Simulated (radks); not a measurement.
The numbers below are computed, except where a source is named.
Problem. The bromine anion Br-, [Kr], held by a Watson sphere: a shell of charge +1 at radius R that stands for the Madelung well of a crystal (potential energy -1/R inside, -1/r outside, in hartree with lengths in bohr). Level of theory: scalar-relativistic Kohn-Sham, r2SCAN, spin-unpolarised, spherical densities, finite nucleus; meta-GGA in the generalised Kohn-Sham scheme; Fermi nuclear charge, rms radius of each element as measured or else 0.836 A^(1/3) + 0.57 fm (a radial shooting solver on a logarithmic mesh with Libxc functionals).

| R (bohr) | e(3d) (eV) | e(4s) (eV) | e(4p) (eV) | <r> 4p (bohr) | sum of <r^2> (bohr^2) | X-ray form factor at sin(theta)/lambda = 0.3 1/angstrom |
|---|---|---|---|---|---|---|
| 2.86 | -66.170 | -20.040 | -7.851 | 2.181 | 48.05 | 23.791 |
| 3.84 | -65.156 | -18.684 | -6.564 | 2.247 | 50.62 | 23.805 |
| 4.21 | -64.782 | -18.256 | -6.137 | 2.261 | 51.27 | 23.808 |
| 4.36 | -64.637 | -18.095 | -5.975 | 2.266 | 51.49 | 23.809 |
| 4.68 | -64.338 | -17.771 | -5.648 | 2.275 | 51.89 | 23.810 |
| 5.16 | -63.925 | -17.335 | -5.208 | 2.285 | 52.36 | 23.811 |

Estimate the row for R = 5.19 bohr.

Solution. e(3d) (eV) -63.901; e(4s) (eV) -17.310; e(4p) (eV) -5.183; <r> 4p (bohr) 2.285; sum of <r^2> (bohr^2) 52.38; X-ray form factor at sin(theta)/lambda = 0.3 1/angstrom 23.811.
